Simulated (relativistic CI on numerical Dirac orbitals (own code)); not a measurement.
Ir³⁺: resonant inelastic scattering at the O2,3 edge

Computed with this model: Dirac-Coulomb-Breit CI, separate exchange-only KLI orbitals for each configuration, model QED (radiative potential, 1s self-energy scaled to tabulated hydrogen-like ionisation energies), Kramers-Heisenberg scattering through one core-hole configuration in a parametric crystal field, unscaled Slater integrals; configurations [Xe] 4f14 5d6 → [Kr] 4d10 4f14 5s2 5p5 5d7; 10 K; core-hole width 1.5 eV; summed over polarisations. Incident energies are the highest absorption maxima for each field (at most a few, so the weaker spin-orbit partner edge can be absent), on the computed scale of the free ion. Intensities are in per cent of the strongest line above 0.02 eV; levels within 1 cm⁻¹ are merged; final levels count from the ground level, the first row holds all elastic scattering, lines under 0.4 are left out and each table stops after 24 rows. The scale of the Slater integrals is a model choice and moves the terms in proportion.

Field parameters in Wybourne normalisation: Oh B⁴₀ = 21Dq, B⁴₄ = √(5/14) B⁴₀. The field is a parameter set, without covalency.

S is read from ⟨S²⟩ = S(S + 1).

Oh, 10Dq = 7000 cm⁻¹:

| Final level (eV) | Degeneracy | Irrep | S | 48.5 eV | 51.8 eV | 54.8 eV |
| --- | --- | --- | --- | --- | --- | --- |
| 0.000 | 3 | T2 | 1.92 | 251.4 | 680.6 | 145.9 |
| 0.042 | 2 | E | 1.86 | 28.6 | 93.1 | 5.7 |
| 0.090 | 3 | T1 | 1.87 | 26.9 | 100.0 | 9.5 |
| 0.106 | 1 | A1 | 1.78 | 2.5 | 1.0 | 2.2 |
| 0.539 | 3 | T2 | 1.83 | 4.8 | 42.6 | 9.3 |
| 0.571 | 3 | T1 | 1.94 | 8.2 | 21.1 | 17.0 |
| 1.188 | 2 | E | 1.73 | 1.9 | 37.3 | 3.3 |
| 1.257 | 3 | T2 | 1.83 | 13.5 | 35.6 | 14.1 |
| 1.349 | 1 | A2 | 1.93 | 2.0 | 2.8 | 4.6 |
| 1.389 | 3 | T1 | 1.83 | 2.5 | 7.9 | 5.7 |
| 1.420 | 1 | A1 | 1.55 | 0.2 | 11.3 | 3.7 |
| 1.467 | 1 | A1 | 1.39 | 0.4 | 0.7 | 2.8 |
| 1.791 | 2 | E | 1.14 | 2.3 | 9.1 | 6.7 |
| 1.837 | 3 | T1 | 1.07 | 2.6 | 18.9 | 18.6 |
| 2.022 | 3 | T2 | 1.23 | 1.3 | 7.7 | 4.5 |
| 2.342 | 2 | E | 1.10 | 0.2 | 5.2 | 9.5 |
| 2.373 | 3 | T1 | 1.02 | 0.3 | 12.8 | 7.6 |
| 2.397 | 1 | A2 | 0.97 | 0.3 | 0.2 | 0.9 |
| 2.419 | 3 | T2 | 1.00 | 1.6 | 8.8 | 12.6 |
| 2.540 | 2 | E | 0.95 | 0.8 | 6.1 | 8.8 |
| 2.564 | 3 | T2 | 0.97 | 5.0 | 13.3 | 14.2 |
| 2.636 | 3 | T1 | 0.91 | 0.7 | 1.5 | 9.9 |
| 2.696 | 3 | T1 | 1.00 | 1.9 | 8.5 | 30.5 |
| 2.736 | 3 | T2 | 0.91 | 1.9 | 7.3 | 19.7 |

Oh, 10Dq = 15850 cm⁻¹:

```
Final level (eV)  Degeneracy  Irrep     S  52 eV  54.2 eV  58.6 eV
           0.000           1     A1  0.90  217.1    271.4     50.3
           0.433           2      E  1.66   12.6      5.5      2.1
           0.530           3     T1  1.70  100.0     61.4      7.0
           0.531           3     T2  1.85   13.8      0.7      7.3
           0.834           3     T2  1.64    0.4      0.7      2.1
           1.036           3     T1  1.88   14.6     17.3     13.4
           1.108           1     A1  1.60   16.8     12.1      4.1
           1.570           2      E  1.35   10.5     35.7     14.9
           1.732           3     T1  1.12   21.6     85.7     29.6
           1.834           3     T2  1.53    0.3      3.1      8.2
           2.126           2      E  1.14    0.2     16.8      1.9
           2.243           3     T1  1.23    1.5      5.5     16.6
           2.362           3     T2  1.04    2.4     13.2     13.5
           2.569           3     T1  0.96   16.9     35.7      1.6
           2.586           1     A1  1.18   18.2      8.7      1.6
           2.648           2      E  1.48    3.5      9.9      8.3
           2.758           3     T2  1.63    6.7      5.7     17.4
           2.770           1     A1  1.51    0.4      2.7      2.0
           2.859           3     T1  1.56    8.4      7.3      1.6
           3.176           3     T2  0.98    6.0     11.0     14.0
           3.184           2      E  1.12    4.3     28.1     11.7
           3.332           3     T1  1.05   17.8     19.3     10.0
           3.367           3     T2  0.88    6.6      7.7     14.4
           3.514           3     T2  0.93    4.4     20.8      1.0
```

For the first field the strongest loss at the lowest incident energy is the level at 0.04 eV (S = 1.86, against 1.92 in the thermal ground state). Levels of other spin, the first over 8 % at 1.79 eV, appear because spin-orbit coupling of the core hole, and in heavier ions of the valence shell too, mixes spins.
